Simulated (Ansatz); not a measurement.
Consider the silylene formation by 1,1-elimination: `[AlH2][SiH2]O[SiH3]` → `[AlH2][O][SiH3]` + `[SiH2]`.

Calculated with Ansatz (gas phase, PBE0-D4/def2-TZVP geometries, no zero-point term in ΔE). CBS: MP2 limit from def2 TZ/QZ plus the TZ coupled-cluster correction, frozen cores. This one scheme is used for every species. Functionals use def2-TZVPP. B3LYP here is the variant with VWN-RPA as its local correlation; programs differ in this. One conformer a species, not always the lowest.

| level | ΔE (kcal/mol) |
| --- | --- |
| B3LYP-D4 | 38.5 |
| HF/def2-TZVPP | 34.8 |

(1) What does CCSD(T)/CBS give? (Estimate.)

Largest T1 diagnostic among the species: 0.014.

Results:

(1) Computed: +39.3 kcal/mol. The listed levels differ from it by -0.8, -4.5 kcal/mol.

From PBE to PBE0 (25 % exact exchange), in def2-TZVPP and without D4, ΔE moves by +1.7 kcal/mol. In def2-TZVPP, CCSD(T) changes the Hartree–Fock value by +2.8 kcal/mol (the triples alone add +1.0 kcal/mol) and MP2 by +5.3 kcal/mol.
